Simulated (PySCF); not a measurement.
CH7F2NSi2, SMILES NC([SiH2]F)[SiH2]F. Atoms are numbered in the order given.

```xyz
13

N      0.9098    -1.5526     0.1115
C      0.4218    -0.2857    -0.4854
Si     1.3157     1.2087     0.2217
F      0.9770     1.1958     1.8219
Si    -1.4528    -0.2593    -0.3296
F     -2.1040    -1.3269    -1.3710
H      0.8241    -1.5091     1.1285
H      1.9022    -1.6917    -0.0853
H      0.5897    -0.3150    -1.5817
H      0.8908     2.5295    -0.3253
H      2.7895     1.0200     0.0816
H     -1.9781     1.0906    -0.6819
H     -1.8545    -0.6532     1.0478
```

Geometry: r2SCAN-D4/def2-SVP. The structure was generated by enumeration, and PubChem lists no compound with its InChIKey, so it may never have been made. The values are those of a single conformer.

All values below come from PBE/def2-TZVP in PySCF.

ESP charges are fitted to the potential on shells at 1.4 to 2.0 van der Waals radii. Atomic charges (e):

| atom | Löwdin | ESP fit |
|---|---|---|
| N1 | (withheld) | -0.79 |
| C2 | -0.55 | -0.05 |
| Si3 | (withheld) | 0.26 |
| F4 | (withheld) | -0.22 |
| Si5 | (withheld) | 0.39 |
| F6 | (withheld) | -0.23 |
| H7 | 0.16 | 0.34 |
| H8 | 0.15 | 0.34 |
| H9 | 0.17 | 0.16 |
| H10 | -0.04 | -0.04 |
| H11 | -0.04 | -0.05 |
| H12 | -0.03 | -0.08 |
| H13 | -0.03 | -0.03 |

Q: Some entries are withheld; supply them. (The exact figures need the calculation; the answer reports its results.)

A: 
- N1, Löwdin: -0.13
- Si3, Löwdin: 0.16
- F4, Löwdin: -0.01
- Si5, Löwdin: 0.19
- F6, Löwdin: 0.00

Computed Mayer and Wiberg (Löwdin basis) orders of the bonds:
| bond | Mayer | Wiberg |
|---|---|---|
| N1–C2 | 0.98 | 1.39 |
| C2–Si3 | 1.00 | 1.14 |
| Si3–F4 | 1.09 | 1.69 |
| C2–Si5 | 0.97 | 1.11 |
| Si5–F6 | 1.13 | 1.72 |
| N1–H7 | 0.93 | 0.95 |
| N1–H8 | 0.93 | 0.95 |
| C2–H9 | 0.89 | 0.79 |
| Si3–H10 | 0.91 | 0.93 |
| Si3–H11 | 0.92 | 0.92 |
| Si5–H12 | 0.92 | 0.92 |
| Si5–H13 | 0.92 | 0.93 |
